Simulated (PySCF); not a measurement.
1,2,2-trisilylethylsilane (C₂H₁₄Si₄), SMILES [SiH3]C([SiH3])C([SiH3])[SiH3]. Atoms are numbered in the order given.

```xyz
20

Si    -0.7236     2.1278     0.9111
C      0.3960     0.6710     0.4745
Si     1.3638     1.0599    -1.1012
C     -0.3960    -0.6710     0.4745
Si     0.7236    -2.1278     0.9111
Si    -1.3638    -1.0599    -1.1012
H      0.0818     3.3763     1.0559
H     -1.7562     2.3438    -0.1433
H     -1.4189     1.8394     2.2019
H      1.1540     0.6622     1.2832
H      2.2043     2.2674    -0.8526
H      0.4213     1.3581    -2.2200
H      2.2449    -0.0713    -1.5102
H     -1.1540    -0.6622     1.2832
H     -0.0818    -3.3763     1.0559
H      1.4189    -1.8394     2.2019
H      1.7562    -2.3438    -0.1433
H     -0.4213    -1.3581    -2.2200
H     -2.2449     0.0713    -1.5102
H     -2.2043    -2.2674    -0.8526
```

Geometry: ωB97X-D3(BJ)/def2-SVP. Other conformers were not sampled.

Calculation: PBE/pcSseg-1 run with PySCF.

GIAO shieldings, no solvent; atoms listed in one row are averaged. δ = σ(ref) − σ: ²⁹Si against TMS (σ = 335.4 ppm); ¹³C against TMS (σ = 182.0 ppm); ¹H against TMS (σ = 31.49 ppm), references at their B3LYP-D3(BJ)/def2-TZVP geometries, non-relativistic.

```json
[
 {"nucleus": "²⁹Si", "atoms": "Si5, Si1", "count": "2", "δ (ppm)": "-61.8"},
 {"nucleus": "²⁹Si", "atoms": "Si3, Si6", "count": "2", "δ (ppm)": "-74.1"},
 {"nucleus": "¹³C", "atoms": "C2, C4", "count": "2", "δ (ppm)": "3.3"},
 {"nucleus": "¹H", "atoms": "H7, H8, H9, H11, H12, H13, H15, H16, H17, H18, H19, H20", "count": "12", "δ (ppm)": "4.41"},
 {"nucleus": "¹H", "atoms": "H10, H14", "count": "2", "δ (ppm)": "0.91"}
]
```
